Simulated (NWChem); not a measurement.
System: CH6OSn; SMILES [OH][SnH2][CH3]

Input file for NWChem:

```
start job
memory heap 200 mb stack 900 mb global 1100 mb
geometry units angstroms noautoz
  Sn     0.246563    -0.066806     0.013649
  C     -0.829177     1.792130     0.028112
  O     -1.045721    -1.586492     0.085892
  H      1.169759    -0.300959     1.434577
  H      1.201690    -0.227857    -1.410361
  H     -1.441448     1.888828    -0.879567
  H     -0.121582     2.633114     0.069656
  H     -1.484384     1.831863     0.909469
  H     -1.516449    -1.707519    -0.745702
end
basis spherical
  * library def2-svp
end
ecp
  Sn library def2-ecp
end
dft
  xc slater pw91lda
  iterations 150
  mulliken
end
task dft energy
```

Geometry: optimised at PBE0/def2-SVP. def2 effective core potentials on Sn; no spin-orbit coupling.

Question: Predict the main results of this run. (LDA (Slater exchange, PW92)/def2-SVP with def2 effective core potentials on Sn.) Quantities: energy (Ha); highest occupied level (eV); orbital gap (eV); dipole (D).

Answer: The energy (Ha) is -329.83 and the highest occupied level (eV) comes out as -6.14. The orbital gap (eV) is 5.24 and the dipole (D) comes out as 2.11.
